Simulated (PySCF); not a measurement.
Computed shifts of a molecule C₃H₆FNSi, PBE/pcSseg-1 in PySCF, GIAO, gas phase, atoms alike by connectivity averaged where their shifts nearly agree, in ppm (number of nuclei): ¹³C: 83.3 (1), 80.4 (1), 39.4 (1). ¹⁵N: 36.2 (1). ²⁹Si: -5.1 (1). ¹⁹F: -244.9 (1). ¹H: 5.53 (1), 4.80 (1), 3.84 (1), 2.47 (1), 1.09 (1), -0.02 (1). References: ¹³C against TMS (σ = 182.0 ppm); ¹⁵N against NH3 (σ = 267.0 ppm); ²⁹Si against TMS (σ = 335.4 ppm); ¹⁹F against CFCl3 (σ = 133.6 ppm); ¹H against TMS (σ = 31.49 ppm), references at their B3LYP-D3(BJ)/def2-TZVP geometries, non-relativistic. The structure is a stationary point at ωB97X-D3(BJ)/def2-SVP. The values are those of a single conformer.

**Question.** Which molecule gave these data?
A) N[Si@]1(F)C=CC1
B) C#C[C@H](N)[SiH2]F
C) F[SiH2]N1C=CC1
D) N[Si@H]1C=C[C@H]1F

**Answer.** B, C#C[C@H](N)[SiH2]F
